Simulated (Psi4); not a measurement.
C4H5, charge -1, singlet, at a GFN2-xTB geometry (a gas-phase anion, which may not be bound at this level), atoms displaced at random by about 0.05 Å a coordinate. Base run: PBE0/STO-3G run with Psi4.

Input for Psi4:
```
memory 2 GB

molecule {
-1 1
  C    -0.03503318   -0.08569613    0.48475938
  C     0.06445426   -0.79755768   -0.74952453
  C     0.01039924    0.73515874   -0.87126934
  C    -0.05583005   -0.12062644    1.86923476
  H    -0.90363002   -1.30489853   -1.18065304
  H     0.96259621   -1.24295147   -1.21702345
  H     0.95396166    1.26021622   -1.18118377
  H    -0.94758284    1.29057299   -1.17964212
  H     0.03580096    0.89291426    2.13315219
}

set basis sto-3g

optimize('pbe0')
print_variables()
```

Variants of this job, named by their change:

```json
[
 {"change": "base", "ΔE vs base (kJ/mol)": "0.00", "optimiser steps": "9", "core-seconds (rough)": "70"},
 {"change": "g_convergence = gau_loose", "ΔE vs base (kJ/mol)": "0.01", "optimiser steps": "6", "core-seconds (rough)": "50"},
 {"change": "hess_update = powell", "ΔE vs base (kJ/mol)": "0.00", "optimiser steps": "9", "core-seconds (rough)": "70"},
 {"change": "opt_coordinates = both", "ΔE vs base (kJ/mol)": "0.00", "optimiser steps": "9", "core-seconds (rough)": "70"},
 {"change": "g_convergence = gau_tight", "ΔE vs base (kJ/mol)": "0.00", "optimiser steps": "12", "core-seconds (rough)": "90"},
 {"change": "intrafrag_hess = lindh", "ΔE vs base (kJ/mol)": "0.04", "optimiser steps": "21", "core-seconds (rough)": "200"},
 {"change": "opt_coordinates = cartesian", "ΔE vs base (kJ/mol)": "0.00", "optimiser steps": "19", "core-seconds (rough)": "100"}
]
```

A gas-phase anion may not be bound at this level; its values then depend on the basis.
